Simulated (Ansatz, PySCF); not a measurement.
HP, SMILES [PH], multiplicity 3. Atoms are numbered in the order given.

```xyz
2

P      0.0000     0.0000    -0.1021
H      0.0000     0.0000     1.3257
```
Charge 0, spin multiplicity 3.

Geometry: PBE0-D3(BJ)/def2-TZVPD.

Two levels are set side by side: PBE-D3(BJ)/def2-TZVPD (Ansatz, a program for electronic structure) and PBE0-D3(BJ)/def2-TZVPD (Ansatz). Each level has its own optimised geometry; the coordinates shown are those of the second. Frequencies come from the Hessian of PySCF at each geometry. Differences are taken from unrounded values.

| quantity | PBE0-D3(BJ) | PBE-D3(BJ) | PBE-D3(BJ) minus PBE0-D3(BJ) |
|---|---|---|---|
| bond P1–H2 (Å) | 1.428 | 1.440 | 0.012 |
| highest harmonic wavenumber (cm⁻¹) | 2375 | 2290 | -85 |
| mean harmonic wavenumber (cm⁻¹) | 2375 | 2290 | -85 |
| zero-point energy (kcal/mol) | 3.40 | 3.27 | -0.12 |
